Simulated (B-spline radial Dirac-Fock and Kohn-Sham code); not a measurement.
Method: ΔSCF Dirac-Fock with Breit, self-energy and vacuum polarisation, finite nucleus, configuration average. Computed with a B-spline atomic structure program. Electron correlation is not included.

**Question.** Identify the element and charge state from the binding energies below (tabulated ground configuration; the least bound level is included).

```
level  binding energy (eV)
    K               8098.7
   L1               1309.3
   L3               1161.1
   M1                411.7
 M2,3                371.4
```

**Answer.** Co¹²⁺: Z = 27 with 15 electrons, [Ne] 3s2 3p3. The hydrogen-like estimate √(E/Ry) = 24.4 for the K level lies 2.6 below Z; the outermost level, at 371.4 eV, fixes the charge.

**Question.** An atom or ion in its tabulated ground configuration has these computed binding energies (the last is its least bound level). Which is it?

```
level  binding energy (eV)
   1s              51708.6
   2s              11104.9
2p1/2              10697.3
   3s               4342.2
   3p               4082.9
```

**Answer.** Eu⁴⁷⁺: Z = 63 with 16 electrons, [Ne] 3s2 3p4. The hydrogen-like estimate √(E/Ry) = 61.6 for the K level lies 1.4 below Z (screening lowers it, relativity raises it); the outermost level, at 4082.9 eV, fixes the charge.

**Question.** An atom or ion in its tabulated ground configuration has these computed binding energies (the last is its least bound level). Which is it?

```csv
level,binding energy (eV)
K,65934.8
L2,12920.2
L3,11805.6
M1,4821.7
M2,4604.2
M3,4342.6
"M4,5",3982.4
```

**Answer.** Lu⁴⁶⁺: Z = 71 with 25 electrons, [Ar] 3d7. The hydrogen-like estimate √(E/Ry) = 69.6 for the K level lies 1.4 below Z (screening lowers it, relativity raises it); the outermost level, at 3982.4 eV, fixes the charge.
